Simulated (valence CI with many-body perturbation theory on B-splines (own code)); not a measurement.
Level structure of W²⁵⁺

Method: relativistic CI+MBPT: three valence electrons over a frozen Dirac-Fock core [Kr] 4d10, a basis of 8 s, 8 p, 9 d, 9 f, 6 g, 3 h, 2 i functions for each j, with the one-electron correlation potential Σ1 (screened to all orders), the two-electron term Σ2, the three-electron term Σ3, Breit, model QED; selected single and double excitations, second order for the rest (own B-spline code, finite nucleus).

No measured spectrum was set against this ion. As an estimate, terms of the open shell hold to a few per cent of their energy, and close levels can change places. Core correlation moves these levels by up to 48000 cm⁻¹, and in measured spectra 5 to 20 % of such shifts remained as error; rates that hang on mixing are uncertain with them.

Levels 1 to 45 of 64, with energies above the lowest level, 4f3 4I°_9/2. "Leading %" is the weight of the configuration and term that name the level; weights of strongly mixed levels are sums over their largest components and can fall short. In the jj column 3d3/2^4 stands for four electrons in 3d with j = 3/2. Lifetimes count E1, E2, E3, M1 and M2 decay at the calculated energies, and are blank where another channel may lead or the interval is too uncertain; long ones can be off by a factor of two.

```
No.  Configuration  Term     J  E (eV)  Leading %             Leading jj  Lifetime  Second component
  1            4f3   4I°   9/2    0.00         82         4f5/2^3 (83 %)                16 % 4f3 2H°
  2            4f3   4I°  11/2    2.51         95   4f5/2^2 4f7/2 (94 %)   3.22 ms       5 % 4f3 2H°
  3            4f3   4F°   3/2    4.33         63         4f5/2^3 (79 %)                26 % 4f3 2D°
  4            4f3   4I°  13/2    4.62         92   4f5/2 4f7/2^2 (61 %)   4.72 ms       7 % 4f3 2K°
  5            4f3   2H°   9/2    5.48         37   4f5/2^2 4f7/2 (80 %)   2.37 ms      33 % 4f3 2G°
  6            4f3   4F°   5/2    6.03         73   4f5/2^2 4f7/2 (56 %)   16.2 ms      12 % 4f3 4G°
  7            4f3   4I°  15/2    6.43         80   4f5/2 4f7/2^2 (49 %)   11.5 ms      18 % 4f3 2K°
  8            4f3   4S°   3/2    6.72         62   4f5/2^2 4f7/2 (87 %)   11.2 ms      22 % 4f3 2P°
  9            4f3   4F°   7/2    6.81         50   4f5/2^2 4f7/2 (90 %)   17.8 ms      42 % 4f3 2G°
 10            4f3   4G°   5/2    6.99         76   4f5/2^2 4f7/2 (56 %)   18.4 ms      15 % 4f3 4F°
 11            4f3   4G°   7/2    8.18         67   4f5/2^2 4f7/2 (81 %)   5.70 ms      24 % 4f3 4F°
 12            4f3   4F°   9/2    8.70         62   4f5/2 4f7/2^2 (83 %)   2.52 ms      26 % 4f3 2H°
 13            4f3   2K°  13/2    8.93         88   4f5/2^2 4f7/2 (55 %)   1.65 ms       8 % 4f3 4I°
 14            4f3   2H°  11/2    8.94         69   4f5/2 4f7/2^2 (67 %)   2.56 ms      22 % 4f3 4G°
 15            4f3   2D°   3/2    9.83         31   4f5/2 4f7/2^2 (56 %)   1.88 ms      24 % 4f3 4S°
 16            4f3   2G°   7/2   10.02         51   4f5/2 4f7/2^2 (88 %)   2.13 ms      24 % 4f3 4F°
 17            4f3   2P°   1/2   10.20         63   4f5/2^2 4f7/2 (88 %)   3.29 ms      37 % 4f3 4D°
 18            4f3   4G°   9/2   10.27         84   4f5/2 4f7/2^2 (74 %)   2.44 ms      14 % 4f3 2H°
 19            4f3   2K°  15/2   10.50         42   4f5/2^2 4f7/2 (63 %)   1.95 ms      41 % 4f3 2L°
 20            4f3   2D°   5/2   10.97         48   4f5/2^2 4f7/2 (71 %)   3.35 ms      37 % 4f3 4D°
 21            4f3   2H°  11/2   11.47         56   4f5/2^2 4f7/2 (57 %)   6.45 ms      23 % 4f3 4G°
 22            4f3   4D°   3/2   11.84         43   4f5/2^2 4f7/2 (60 %)   3.98 ms      38 % 4f3 2D°
 23            4f3   2D°   5/2   12.09         71   4f5/2 4f7/2^2 (80 %)   1.95 ms      19 % 4f3 4D°
 24            4f3   2G°   9/2   12.66         46         4f7/2^3 (61 %)   1.42 ms      29 % 4f3 2H°
 25            4f3   2I°  11/2   12.69         51   4f5/2 4f7/2^2 (72 %)   2.54 ms      44 % 4f3 4G°
 26            4f3   4D°   1/2   13.40         63   4f5/2 4f7/2^2 (88 %)   3.91 ms      37 % 4f3 2P°
 27            4f3   2D°   3/2   14.02         46   4f5/2 4f7/2^2 (63 %)   1.00 ms      28 % 4f3 2P°
 28            4f3   2I°  13/2   14.06         95   4f5/2 4f7/2^2 (94 %)   3.45 ms       5 % 4f3 2K°
 29            4f3   2L°  15/2   14.14         57   4f5/2 4f7/2^2 (46 %)   1.34 ms      40 % 4f3 2K°
 30            4f3   4D°   7/2   14.21         92   4f5/2 4f7/2^2 (69 %)   3.80 ms       6 % 4f3 2F°
 31            4f3   2L°  17/2   14.52        100  4f5/2 4f7/2^2 (100 %)   4.08 ms                  
 32            4f3   2H°   9/2   14.61         71   4f5/2 4f7/2^2 (36 %)   1.60 ms      19 % 4f3 2G°
 33            4f3   2F°   5/2   15.71         50   4f5/2 4f7/2^2 (88 %)    718 μs      33 % 4f3 4D°
 34            4f3   2D°   3/2   16.35         58         4f7/2^3 (67 %)   1.05 ms      21 % 4f3 4D°
 35            4f3   2H°  11/2   16.77         65         4f7/2^3 (66 %)   1.07 ms      24 % 4f3 2I°
 36            4f3   2F°   7/2   18.42         86   4f5/2 4f7/2^2 (52 %)    941 μs       6 % 4f3 4D°
 37            4f3   2D°   5/2   18.65         57         4f7/2^3 (77 %)    752 μs      30 % 4f3 2F°
 38            4f3   2G°   9/2   19.80         93   4f5/2 4f7/2^2 (75 %)   1.80 ms       7 % 4f3 2H°
 39            4f3   2G°   7/2   20.26         88   4f5/2 4f7/2^2 (46 %)   2.46 ms      11 % 4f3 2F°
 40            4f3   2F°   7/2   27.19         90         4f7/2^3 (45 %)    420 μs       7 % 4f3 2G°
 41            4f3   2F°   5/2   27.97         99   4f5/2 4f7/2^2 (84 %)    676 μs                  
 42         4f2.5s    4H   7/2  111.69         90      4f5/2^2 5s (96 %)   4.79 μs     9 % 4f2.5s 2G
 43         4f2.5s    4H   9/2  112.36         57      4f5/2^2 5s (92 %)   3.78 μs    30 % 4f2.5s 2H
 44         4f2.5s    4F   3/2  113.95         88      4f5/2^2 5s (85 %)   1.33 μs    11 % 4f2.5s 2D
 45         4f2.5s    4F   5/2  114.51         64      4f5/2^2 5s (80 %)   1.32 μs    22 % 4f2.5s 2F
```

Names give the largest LS component (configuration and term), which can be under half, so a name can repeat, a term be missing and a line seem to break the LS rules; names also repeat where a configuration has a term twice.

Where two levels of one J and parity lie close, their mixing, g and order are uncertain.

The ionisation energy to 4f2 3H_4 of the next ion comes out as 783.37 eV (NIST: 784.4 ± 1.9 eV (semi-empirical)). All 64 levels together are meant to be complete up to 127.88 eV.
